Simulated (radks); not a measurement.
Results of a calculation; reference values are marked as such.
Ionisation of K, [Ar] 4s1, to K+, [Ar], under several functionals. Non-relativistic Kohn-Sham, spin-unpolarised, spherical densities, point nucleus; a radial shooting solver on a logarithmic mesh with Libxc functionals.

| functional | E(K) (hartree) | Exc (hartree) | IE (eV) | -e(HOMO) (eV) | <r> HOMO (bohr) | IE error (eV) |
|---|---|---|---|---|---|---|
| Wu-Cohen GGA | -599.39365 | -32.88007 | 4.156 | 2.260 | 5.089 | -0.185 |
| revTPSS | -599.72381 | -33.21251 | 4.077 | 2.269 | 5.218 | -0.264 |
| LDA (Slater exchange, Perdew-Wang correlation) | -598.19387 | -31.64312 | 4.385 | 2.418 | 4.922 | +0.044 |
| RPBE | -599.86573 | -33.36481 | 4.321 | 2.270 | 5.115 | -0.019 |
| r2SCAN | -599.87700 | -33.38334 | 3.965 | 2.282 | 5.225 | -0.376 |
| BP86 | -599.97578 | -33.47415 | 4.317 | 2.433 | 4.984 | -0.023 |
| exchange-only PBE | -598.97180 | -32.44243 | 4.040 | 1.912 | 5.167 | -0.301 |
| B86b exchange with PBE correlation | -599.89985 | -33.39869 | 4.286 | 2.326 | 5.015 | -0.055 |
| revPBE | -599.82150 | -33.31934 | 4.246 | 2.268 | 5.105 | -0.095 |
| SOGGA | -598.78067 | -32.24937 | 4.137 | 2.219 | 5.091 | -0.204 |
| AM05 | -598.33566 | -31.79071 | 4.179 | 2.256 | 5.061 | -0.162 |
| TASK exchange with Perdew-Wang LDA correlation | -599.66524 | -33.17051 | 3.478 | 2.219 | 6.030 | -0.863 |

NIST Atomic Spectra Database: 4.341 eV (measured). Closest: RPBE. The Delta-SCF values span 0.91 eV, the total energies 1.78 hartree. The highest occupied level is 4s. Spin polarisation and multiplet splitting are left out, so open shells lie too high by an amount that depends on their filling.

Beside tabulated values, note that spin-unpolarised runs miss the spin-polarisation part of the exchange energy of open shells.
